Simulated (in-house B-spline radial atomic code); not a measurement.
Configurations of the titanium ion Ti⁺, with energies counted from [Ar] 3d2 4s1. All numbers are computed (scalar-relativistic (X2C) HSE06, spin-polarised, spherical fractional occupations, exact exchange averaged over the configuration; Fermi nucleus of rms radius 3.5921 fm) with a radial B-spline atomic code at the basis-set limit, not measured. Shells without spins written out take the highest spin.

Occupations are held fixed; configurations that lie above the ionisation limit could autoionise.

```
   configuration  E - E(ref) (eV)  highest orbital  its <r> (bohr)
    [Ar] 3d1 4s2           3.5083          4s down           3.033
    [Ar] 3d2 5p1           8.8446            5p up           8.062
    [Ar] 3d2 4f1           10.303            4f up           8.616
[Ar] 3d1 4s1 5p1           12.982            5p up           7.642
```

Problem. Order these further configurations by energy, lowest first.
A. [Ar] 3d2 5f1
B. [Ne] 3s2 3p5 3d2 4s1 4p1
C. [Ar] 3d3
D. [Ar] 3d2 5s1
E. [Ar] 3d1 4s1 4p1

Solution. C (-0.070882 eV), E (6.5812 eV), D (7.6579 eV), A (11.478 eV), B (40.11 eV).

Problem. Is the reference the lowest configuration at this level of theory?

Solution. No: [Ar] 3d3 lies 0.07088 eV lower with this functional.
